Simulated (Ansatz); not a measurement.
Two structures of Si4NH13ClF, singlet, reached by relaxing down either side of one saddle point (PBE0-D4/def2-TZVP). Energies are electronic, without zero-point energy. Program: Ansatz 0.2.0. Basis: def2-TZVPP and def2-QZVPP. Cores are frozen in the correlated methods. Extrapolation: Hartree–Fock as exp(−7.88 √X), correlation as X^−2.97. First:

Si1  (-0.253, -0.941, 0.536)
Si2  (2.079, -0.801, 0.637)
Si3  (-1.434, 0.897, 1.367)
Si4  (-1.185, -1.893, -1.380)
Cl5  (-0.578, -2.350, 2.099)
H6  (0.632, 1.678, -1.038)
N7  (0.151, 0.889, -1.460)
H8  (0.676, 2.555, 1.307)
F9  (1.251, 2.844, 0.632)
H10  (2.687, -0.030, -0.480)
H11  (2.463, -0.161, 1.923)
H12  (2.621, -2.185, 0.609)
H13  (-2.009, 1.780, 0.317)
H14  (-0.509, 1.764, 2.181)
H15  (-2.511, 0.482, 2.300)
H16  (-1.747, -3.241, -1.104)
H17  (-0.150, -2.016, -2.444)
H18  (-2.274, -1.021, -1.904)
H19  (0.764, 0.506, -2.171)
H20  (-0.675, 1.245, -1.926)
(Å)

Second:

Si1  (-0.635, -0.217, 0.866)
Si2  (3.252, -0.556, 0.143)
Si3  (-2.558, 1.034, 1.300)
Si4  (-0.735, -1.629, -0.990)
Cl5  (-0.670, -1.536, 2.534)
H6  (0.646, 1.256, -1.446)
N7  (-0.308, 1.409, -1.138)
H8  (0.650, 0.488, 1.098)
F9  (2.650, 0.414, -0.993)
H10  (4.579, -1.010, -0.336)
H11  (3.380, 0.226, 1.393)
H12  (2.335, -1.704, 0.316)
H13  (-2.822, 2.089, 0.280)
H14  (-2.440, 1.692, 2.629)
H15  (-3.726, 0.114, 1.328)
H16  (-0.828, -3.063, -0.607)
H17  (0.453, -1.446, -1.870)
H18  (-1.939, -1.274, -1.794)
H19  (-0.916, 1.364, -1.947)
H20  (-0.367, 2.350, -0.768)
(Å)

(1) Which bonds change from the first to the second?

(2) Give the saddle point's structure and its height above each. (An estimate is asked for; the value comes from the calculation.)

The search had been set up for a ligand exchange through a proton shuttle (forming Si1–N7, H6–F9, Si2–H8, breaking Si1–Si2, H6–N7, H8–F9); from that guess it ended on this step instead.

No T1 diagnostic of these runs exceeds 0.014.

## Answers

(1) Si₄H₉Cl ([SiH3][Si]([SiH3])([SiH3])[Cl]) + NH₃ + HF → Si₃H₇Cl ([SiH3][SiH]([SiH3])[Cl]) + SiH₃F ([F][SiH3]) + NH₃; bonds formed: Si1–H8, Si2–F9; bonds broken: Si1–Si2, H8–F9.

(2) Computed: 39.37 kcal/mol above the first and 66.50 kcal/mol above the second (CCSD(T) at an estimated basis limit (MP2 extrapolated from triple and quadruple zeta, plus CCSD(T) − MP2 in triple zeta)).
```csv
atom,x (Å),y (Å),z (Å)
Si1,-0.3207,-0.5052,0.7508
Si2,2.2442,-0.4317,0.4946
Si3,-1.8992,1.1195,1.3589
Si4,-0.8278,-1.8200,-1.1031
Cl5,-0.3169,-1.7191,2.4648
H6,0.5394,1.8708,-1.1156
N7,-0.0515,1.1468,-1.5103
H8,0.9578,0.7131,0.8415
F9,1.8749,1.5433,0.7399
H10,2.8011,-0.0921,-0.8331
H11,3.1176,-0.3402,1.6813
H12,1.9351,-1.8998,0.3861
H13,-2.0651,2.1853,0.3345
H14,-1.4756,1.7410,2.6400
H15,-3.2077,0.4389,1.5547
H16,-1.1535,-3.2073,-0.6808
H17,0.3276,-1.8587,-2.0379
H18,-2.0004,-1.2417,-1.8132
H19,0.4287,0.7756,-2.3222
H20,-0.9080,1.5813,-1.8307
```

Labels in which every atom is bracketed show which atoms are joined, not bond orders.

For scale, one of the runs: CCSD(T)/def2-TZVPP, 454 basis functions, launched by `ansatz run in.yaml --threads 4 --pin off --events-out ev --progress --plain --max-ram 46080MiB --backend cuda --devices 0, --max-vram 37GiB`. The run took 26 s on 4 CPU threads of an AMD EPYC 7R13 and a share of one NVIDIA H100 (shared host), with 0.94 GiB of host memory at its peak.
